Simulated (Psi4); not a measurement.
Method: SAPT0/jun-cc-pVDZ, frozen core (Psi4).

Psi4 input:

```
molecule {
0 1
C 1.25654841 0.03510848 -0.29651144
C 0.03403748 -0.07468098 0.61098052
C -1.28180395 0.02031172 -0.15692933
H 1.26260456 -0.76211086 -1.04403215
H 2.18616124 -0.03367985 0.27158844
H 1.26261155 0.98773238 -0.83211500
H 0.07111569 0.71365994 1.36868660
H 0.06955157 -1.02237481 1.15650958
H -1.35827566 0.97298960 -0.68696936
H -1.35989519 -0.77664099 -0.90067728
H -2.14265572 -0.06031462 0.50946942
--
0 1
S -0.35481013 -3.69401166 -0.92753830
C 0.89986780 -3.59587576 -0.01810525
S 2.15454405 -3.49774004 0.89132691
units angstrom
symmetry c1
no_reorient
no_com
}
set basis jun-cc-pvdz
set scf_type df
set freeze_core true
energy('sapt0')
```

Part of the output:

```
    SAPT Results
  --------------------------------------------------------------------------------------------------------
    Electrostatics                 -2.10000049 [mEh]      -1.31777020 [kcal/mol]      -5.51355053 [kJ/mol]
      Elst10,r                     -2.10000049 [mEh]      -1.31777020 [kcal/mol]      -5.51355053 [kJ/mol]

    Exchange                        6.27347919 [mEh]       3.93666763 [kcal/mol]      16.47101736 [kJ/mol]
      Exch10                        6.27347919 [mEh]       3.93666763 [kcal/mol]      16.47101736 [kJ/mol]
      Exch10(S^2)                   6.26206163 [mEh]       3.92950300 [kcal/mol]      16.44104054 [kJ/mol]

    Induction                      -0.51613313 [mEh]      -0.32387843 [kcal/mol]      -1.35510733 [kJ/mol]
      Ind20,r                      -1.48897149 [mEh]      -0.93434371 [kcal/mol]      -3.90929410 [kJ/mol]
      Exch-Ind20,r                  1.38008567 [mEh]       0.86601683 [kcal/mol]       3.62341442 [kJ/mol]
      delta HF,r (2)               -0.40724731 [mEh]      -0.25555154 [kcal/mol]      -1.06922766 [kJ/mol]

    Dispersion                     -5.55504925 [mEh]      -3.48584603 [kcal/mol]     -14.58477978 [kJ/mol]
      Disp20                       -6.13477691 [mEh]      -3.84963063 [kcal/mol]     -16.10685457 [kJ/mol]
      Exch-Disp20                   0.57972767 [mEh]       0.36378460 [kcal/mol]       1.52207479 [kJ/mol]
      Disp20 (SS)                  -3.06738846 [mEh]      -1.92481532 [kcal/mol]      -8.05342728 [kJ/mol]
      Disp20 (OS)                  -3.06738846 [mEh]      -1.92481532 [kcal/mol]      -8.05342728 [kJ/mol]
      Exch-Disp20 (SS)              0.32018398 [mEh]       0.20091848 [kcal/mol]       0.84064293 [kJ/mol]
      Exch-Disp20 (OS)              0.25954369 [mEh]       0.16286612 [kcal/mol]       0.68143185 [kJ/mol]

  Total HF                          3.65734558 [mEh]       2.29501900 [kcal/mol]       9.60235949 [kJ/mol]
  Total SAPT0                      -1.89770367 [mEh]      -1.19082703 [kcal/mol]      -4.98242029 [kJ/mol]
```
